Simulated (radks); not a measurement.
The numbers below are computed, except where a source is named.
All-electron atom: Zn2+ in [Ne] 3s2 3p5 3d10 4f1 (not the ground configuration). Code: a radial shooting solver on a logarithmic mesh with Libxc functionals. Model: scalar-relativistic Kohn-Sham, SCAN, spin-polarised, spherical densities, finite nucleus; open shells are filled with parallel spins first; meta-GGA in the generalised Kohn-Sham scheme; Fermi nuclear charge, rms radius 3.9283 fm.

X-ray form factor f0, the Fourier transform of the density (f0(0) = 28):

sin(theta)/lambda (1/angstrom)  f0 (electrons)
0.05                                    27.231
0.1                                     26.066
0.15                                    24.992
0.2                                     23.689
0.25                                    22.176
0.3                                     20.568
0.4                                     17.390
0.5                                     14.575
0.6                                     12.278
0.8                                      9.167
1                                        7.455
1.25                                     6.267
1.5                                      5.443
2                                        4.018
